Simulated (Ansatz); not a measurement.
Species: C$_{2}$H$_{10}$O$_{2}$Si$_{2}$ (charge 0, singlet). SMILES: C(O[SiH3])CO[SiH3]
Geometry from a B3LYP-D3(BJ)/def2-TZVP (Ansatz, a program for electronic structure) optimisation:
```xyz
16

Si    -3.2425     0.1209     0.6596
O     -1.6979    -0.4115     0.4507
C     -0.6273     0.4240     0.0388
C      0.6273    -0.4240    -0.0388
O      1.6979     0.4115    -0.4507
Si     3.2425    -0.1209    -0.6596
H     -3.2970     1.1862     1.6923
H     -3.7836     0.6764    -0.6065
H     -4.0313    -1.0510     1.0865
H     -0.4715     1.2404     0.7522
H     -0.8305     0.8644    -0.9434
H      0.8305    -0.8644     0.9434
H      0.4715    -1.2404    -0.7522
H      3.7836    -0.6764     0.6065
H      4.0313     1.0510    -1.0865
H      3.2970    -1.1862    -1.6923
```

Computed values are from Ansatz. Valence correlation only, unless marked. Open shells are spin-unrestricted. No spin-orbit coupling. No relativistic terms. Basis-set limits of correlation are two-point, X^-3; Hartree-Fock from the larger set.

Question: What is the dipole moment at CCSD(T)/aug-cc-pV(D+d)Z?

Answer: 0.00 D.

Question: What is the total energy at CCSD(T)/CBS(cc-pV(T+d)Z,cc-pV(Q+d)Z)?

Answer: -810.6509 Eh.

Question: What is the atomisation energy De at CCSD(T)/CBS(cc-pV(T+d)Z,cc-pV(Q+d)Z)?

Answer: 5738.5 kJ/mol.

Question: What is the T1 diagnostic at CCSD/cc-pV(Q+d)Z?

Answer: 0.011.
